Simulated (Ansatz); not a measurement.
System: CH₇ClNSi₂ (charge -1, singlet). It need not be the lowest isomer of its formula. Whether it binds its extra electron was not tested at this geometry. 
Coordinates optimised at B3LYP-D3(BJ)/def2-TZVP (Ansatz, an electronic-structure program):
SMILES: C[Si@H](Cl)N[SiH2-]
```xyz
12

Si     0.3501     0.2281    -0.3853
C      1.3541    -1.3360    -0.5624
Cl     1.6428     1.6230     0.6224
N     -1.0647     0.0313     0.4946
Si    -2.3829    -1.1509    -0.0961
H      0.2371     0.8715    -1.7232
H      0.7642    -2.0850    -1.0913
H      2.2765    -1.1405    -1.1145
H      1.6057    -1.7330     0.4228
H     -1.4224     0.8218     1.0054
H     -1.6169    -2.4631     0.1652
H     -1.9842    -1.1465    -1.5943
```
Charge -1, spin multiplicity 1.

Basis-set convergence of Hartree-Fock and CCSD(T) correlation energies (hartree) with Ansatz. Correlated levels leave the core frozen unless marked. Spin-orbit coupling is left out. No relativistic terms. This anion needs diffuse functions, which these sets lack.

```tsv
basis	functions	E(HF)	E(corr, CCSD(T))
cc-pV(D+d)Z	132	-1133.86866	-0.74864
cc-pV(T+d)Z	275	-1133.94716	-0.94128
cc-pV(Q+d)Z	512	[?]	[?]
```

**Question.** What belongs in the gaps?

**Answer.** 
- cc-pV(Q+d)Z, E(HF): -1133.96672
- cc-pV(Q+d)Z, E(corr, CCSD(T)): -1.00313
